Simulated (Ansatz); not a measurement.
A run for Ansatz (a first-principles code): U-CCSD(T)/cc-pVDZ on HBr, a point of a bond scan (R = 1.567 Å). The run froze 14 orbitals, filled d shells among them.

Ansatz 0.2 input:
```yaml
crystal:
  periodic: [false, false, false]
  atoms:
    - {symbol: Br, position_ang: [-0.00000000, -0.00000000, -0.03957816]}
    - {symbol: H, position_ang: [0.00000000, 0.00000000, 1.52771693]}
basis:
  gaussian:
    orbitals: cc-pVDZ
correlation: {method: ccsd_t, electrons: outside_noble_gas}
scf: {omitted_lower_state_checks: [cluster_reference]}
magnetization: {spin_polarized: true, initial_magnetization: 0}
```

### Question
Give the final energy of this run.

### Answer
-2573.1056 hartree (reference determinant -2572.9602, T1 diagnostic 0.006).
